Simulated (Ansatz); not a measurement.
DyCl₃, relaxed as a sextet with UKS PBE0-D4/def2-SVP in Ansatz, starting from the GFN2-xTB geometry. Force threshold 0.02 eV/Å.

In the def2 sets Dy takes a core potential; there is no spin–orbit coupling. With an open 4f shell the SCF may have ended on a state above the lowest.

Start:

```xyz
4

Dy   -0.063   -0.662   -0.496
Cl    0.592    1.405   -1.487
Cl    1.493   -0.774    1.308
Cl   -2.022    0.030    0.675
```

| step | energy (eV) | largest force component (eV/Å) | SCF passes |
| --- | --- | --- | --- |
| 1 | -61615.0499 | 0.489 | 331 |
| 2 | -61615.2606 | 0.716 | 189 |
| 3 | -61615.3253 | 0.446 | 201 |
| 4 | -61615.3647 | 0.215 | 96 |
| 5 | -61615.3731 | 0.016 | 186 |
| 6 | -61615.3732 | 0.003 | 163 |

Force components are those of the run's own axes.

End:

```xyz
4

Dy   -0.006   -0.081   -0.073
Cl    0.661    1.394   -1.891
Cl    1.678   -1.116    1.343
Cl   -2.333   -0.197    0.620
```

By distances, no bond broke or formed. The bond that changes most is Dy1–Cl2, from 2.38 to 2.43 Å (atoms count from 1).

The force fell under the threshold at step 5, but the optimiser went on. No frequencies were taken in this run, so the end may be a saddle point.

Run time 80 s (4 threads of Intel Xeon 6975P-C on a shared host), peak host memory 0.9 GiB.
